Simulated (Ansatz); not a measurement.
Saddle point of Ge₄H₁₁ClO, closed shell (Ge₄H₁₀O ([OH][Ge]([GeH3])([GeH3])[GeH3]) + HCl → Ge₃H₇ClO ([OH][Ge]([Cl])([GeH3])[GeH3]) + GeH₄; bonds formed: Ge1–Cl7, Ge2–H6; bonds broken: Ge1–Ge2, H6–Cl7), PBE0-D4/def2-TZVP structure:

Ge1  (-0.397, -0.105, -0.372)
Ge2  (2.050, -0.868, 0.741)
Ge3  (0.007, 1.601, -2.041)
Ge4  (-2.137, -0.311, 1.308)
O5  (-0.151, -1.672, -1.235)
H6  (0.925, 0.455, 0.823)
Cl7  (0.189, 2.074, 1.297)
H8  (2.762, -1.015, -0.603)
H9  (1.507, -2.205, 1.258)
H10  (2.950, -0.204, 1.793)
H11  (-0.190, 0.978, -3.435)
H12  (1.449, 2.086, -1.872)
H13  (-1.002, 2.725, -1.799)
H14  (-1.475, -0.492, 2.675)
H15  (-2.979, -1.563, 0.972)
H16  (-3.010, 0.943, 1.248)
H17  (-0.499, -2.430, -0.757)
(Å)

Energies are electronic, without zero-point energy. Barriers and step energies count from the start structure reached by relaxing down the imaginary mode; all methods use the PBE0-D4 structures, on which another method's saddle can fall below an end. Computed with Ansatz 0.2.0 (basis: def2-TZVPP, with def2-QZVPP for the basis limit); correlated methods freeze the cores. Filled d shells of the heavier atoms are correlated. The def2 sets are not built for correlating such inner shells, so the correlated values are less sure here. B3LYP uses VWN-RPA correlation. Extrapolation: Hartree–Fock as exp(−7.88 √X), correlation as X^−2.97.

```csv
method,barrier (kcal/mol),step energy (kcal/mol)
SPW92,20.43,-10.18
PBE-D4,?,-11.30
BLYP-D4,26.35,-12.92
r2SCAN-D4,26.78,-13.60
B97M-V,29.19,-16.27
PBE0-D4,?,-12.29
B3LYP-D4,29.80,-13.62
r2SCAN0-D4,30.09,-13.77
BHLYP-D4,34.02,-14.86
CAM-B3LYP-D4,32.49,-14.82
wB97X-V,32.92,-14.64
wB97M-V,31.39,-13.99
B2PLYP,31.86,-14.63
PBE-QIDH,31.73,-13.48
RPA on PBE,?,-13.04
HF,42.93,-20.57
MP2,32.45,-12.92
CCSD,36.58,-13.60
CCSD(T),34.10,-12.94
```

Question: Fill in the withheld barriers. (An estimate is asked for; the value comes from the calculation.)

Answer: Computed: RPA on PBE 34.08; PBE0-D4 28.88; PBE-D4 24.72 kcal/mol. Each is the energy of the saddle less that of the start structure, by the same method.

For comparison, the barrier by CCSD(T) at an estimated basis limit (MP2 extrapolated from triple and quadruple zeta, plus CCSD(T) − MP2 in triple zeta) is 31.28 kcal/mol.

T1 diagnostic: at most 0.013.

Labels in which every atom is bracketed show which atoms are joined, not bond orders.

For scale, one of the runs: CCSD(T)/def2-TZVPP, 419 basis functions, launched by `ansatz run in.yaml --threads 4 --pin off --events-out ev --progress --plain --max-ram 66560MiB --backend cuda --devices 0, --max-vram 37GiB`. Time: 110 s of wall clock on 4 CPU threads of an AMD EPYC 7R13 and a share of one NVIDIA H100; the host was shared. Peak host memory: 0.96 GiB.
